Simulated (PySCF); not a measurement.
Compound: C6H4BrN3.
Numbering: `[Br:1][c:2]1[cH:3][n:4][c:5]2[cH:6][n:7][cH:8][cH:9][n:10]12` (hydrogens: H11 on C3; H12 on C6; H13 on C8; H14 on C9)

Structure used (PBE0-D3(BJ)/def2-SVP), in Å, numbered top down from 1:
```
atom  x, y, z in Å
Br1    1.6872    1.6569   -0.4115
C2     0.9691   -0.0341   -0.1923
C3     1.5652   -1.2850   -0.0882
N4     0.6414   -2.2524    0.0647
C5    -0.5301   -1.6330    0.0595
C6    -1.8547   -2.1164    0.1801
N7    -2.9000   -1.3323    0.1493
C8    -2.6979    0.0026   -0.0053
C9    -1.4642    0.5759   -0.1309
N10   -0.3754   -0.2522   -0.0979
H11    2.6343   -1.4929   -0.1217
H12   -1.9984   -3.1950    0.3043
H13   -3.5874    0.6375   -0.0279
H14   -1.2805    1.6433   -0.2558
```

Method: TDDFT PBE0/def2-SVPD, vertical, gas phase, core orbitals frozen in the response in PySCF 2.14.0, density-fitted response routines. Relativistic effects, spin–orbit coupling among them, are left out although an element past zinc is present.

Transition dipole moments from the ground state, in atomic units and in the frame of the coordinates above (overall signs are arbitrary), for the states with f of 0.002 or more among the lowest 10:

```json
{"state": "S1", "E (eV)": "4.216", "μx": "-0.703", "μy": "0.267", "μz": "0.008"}
{"state": "S3", "E (eV)": "4.896", "μx": "-0.295", "μy": "0.212", "μz": "-0.008"}
{"state": "S7", "E (eV)": "5.751", "μx": "-1.334", "μy": "-1.146", "μz": "0.193"}
{"state": "S8", "E (eV)": "6.229", "μx": "1.412", "μy": "0.093", "μz": "-0.066"}
{"state": "S9", "E (eV)": "6.237", "μx": "0.094", "μy": "-0.019", "μz": "-0.240"}
{"state": "S10", "E (eV)": "6.285", "μx": "0.016", "μy": "0.021", "μz": "0.196"}
```

Problem. Work out the oscillator strengths.

Solution. f = (2/3) ΔE |μ|² with ΔE in hartree (27.2114 eV).

| state | \|μ\|² (au) | \|μ\| (D) | f |
| --- | --- | --- | --- |
| S1 | 0.566 | 1.91 | 0.058 |
| S3 | 0.132 | 0.92 | 0.016 |
| S7 | 3.131 | 4.50 | 0.441 |
| S8 | 2.007 | 3.60 | 0.306 |
| S9 | 0.067 | 0.66 | 0.010 |
| S10 | 0.039 | 0.50 | 0.006 |

Problem. Which bond between heavy atoms lies closest to the direction of the S7 transition dipole?

Solution. C3–N4, at 6° from it; next C8–C9 at 16°.

Problem. What angle do the transition dipoles of S1 and S9 make?

Solution. |cos θ| = |μa·μb| / (|μa| |μb|) = 0.38, so θ ≈ 68° (taken between 0 and 90°, since the signs are arbitrary).

Problem. What peak molar absorption coefficient would the strongest computed level give as a lone Gaussian band 0.3 eV wide at half height?

Solution. ε(max) = 2.175×10⁸ f / FWHM, with the width in cm⁻¹. S7: 2.175×10⁸ × 0.4412 / 2420 ≈ 40000 L mol⁻¹ cm⁻¹.

All these states lie below the vertical ionisation energy of 8.50 eV (ΔSCF).

Hardware: x86-64 server, one thread, on a shared host. Cost: 10 min of wall time.
